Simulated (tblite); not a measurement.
Species: C5H9BClN.
Bonds: Cl1–B2, B2–N3, N3–C4 (triple), C4–C5, C5–C6, C6–C7, C7–C8, C6–C8. Hydrogens: H9, H10 on B2; H11, H12 on C5; H13 on C6; H14, H15 on C7; H16, H17 on C8.
Bond orders are those of one Lewis drawing.

Computed with GFN2-xTB (tblite), gas phase: L-BFGS steps from a force-field or distance-geometry start until the largest atomic force falls under 0.01 eV/Å.

At the end of the run (lengths in Å): C7–H15 1.080, C4–C5 1.430, C5–H11 1.094, B2–N3 1.484, C8–H17 1.079, C8–H16 1.078, C7–H14 1.079, B2–N3–C4 168.8°, Cl1–B2–N3 101.1°, C5–C6–C7 118.9°, C4–C5–C6 108.8°, C4–C5–C6–C7 156°, C5–C6–C7–C8 -109°, C5–C6–C8–C7 108°, H9–B2–N3–C4 110°, H16–C8–C6–C5 -143°.

**Question.** These geometries were met on the way; a selection of coordinates is given. Order them by energy above the end point, lowest first.
A. C7–H15 1.081, C4–C5 1.433, C5–H11 1.097, B2–N3 1.486, C8–H17 1.081, C8–H16 1.079, C7–H14 1.080, B2–N3–C4 179.1°, Cl1–B2–N3 105.6°, C5–C6–C7 118.3°, C4–C5–C6 112.0°, C4–C5–C6–C7 157°, C5–C6–C7–C8 -108°, C5–C6–C8–C7 108°, H9–B2–N3–C4 -59°, H16–C8–C6–C5 -143°
B. C7–H15 1.119, C4–C5 1.468, C5–H11 1.103, B2–N3 1.474, C8–H17 1.109, C8–H16 1.107, C7–H14 1.108, B2–N3–C4 178.4°, Cl1–B2–N3 109.9°, C5–C6–C7 114.7°, C4–C5–C6 109.3°, C4–C5–C6–C7 158°, C5–C6–C7–C8 -106°, C5–C6–C8–C7 105°, H9–B2–N3–C4 39°, H16–C8–C6–C5 -151°
C. C7–H15 1.077, C4–C5 1.448, C5–H11 1.084, B2–N3 1.492, C8–H17 1.074, C8–H16 1.075, C7–H14 1.076, B2–N3–C4 178.9°, Cl1–B2–N3 107.3°, C5–C6–C7 117.8°, C4–C5–C6 111.8°, C4–C5–C6–C7 156°, C5–C6–C7–C8 -108°, C5–C6–C8–C7 107°, H9–B2–N3–C4 -52°, H16–C8–C6–C5 -145°
D. C7–H15 1.071, C4–C5 1.434, C5–H11 1.106, B2–N3 1.508, C8–H17 1.073, C8–H16 1.071, C7–H14 1.071, B2–N3–C4 179.1°, Cl1–B2–N3 108.1°, C5–C6–C7 117.4°, C4–C5–C6 111.8°, C4–C5–C6–C7 156°, C5–C6–C7–C8 -107°, C5–C6–C8–C7 107°, H9–B2–N3–C4 -45°, H16–C8–C6–C5 -146°
E. C7–H15 1.060, C4–C5 1.400, C5–H11 1.128, B2–N3 1.516, C8–H17 1.078, C8–H16 1.061, C7–H14 1.070, B2–N3–C4 179.0°, Cl1–B2–N3 107.8°, C5–C6–C7 118.7°, C4–C5–C6 112.8°, C4–C5–C6–C7 156°, C5–C6–C7–C8 -109°, C5–C6–C8–C7 108°, H9–B2–N3–C4 -65°, H16–C8–C6–C5 -145°

**Answer.** A (0.044 eV), C (0.074 eV), D (0.126 eV), E (0.209 eV), B (0.395 eV).

```
step  E above end (eV)  rms distance from the end, all atoms (Å)  largest force (eV/Å)  rms shift of all bonds from the end (Å)
   9             0.044                                     0.254                 0.184                                    0.002
   5             0.074                                     0.259                 0.599                                    0.007
   3             0.126                                     0.264                 0.400                                    0.008
   2             0.209                                     0.264                 2.972                                    0.019
   0             0.395                                     0.270                 1.606                                    0.022
```

Rows stand in the order of the answer.
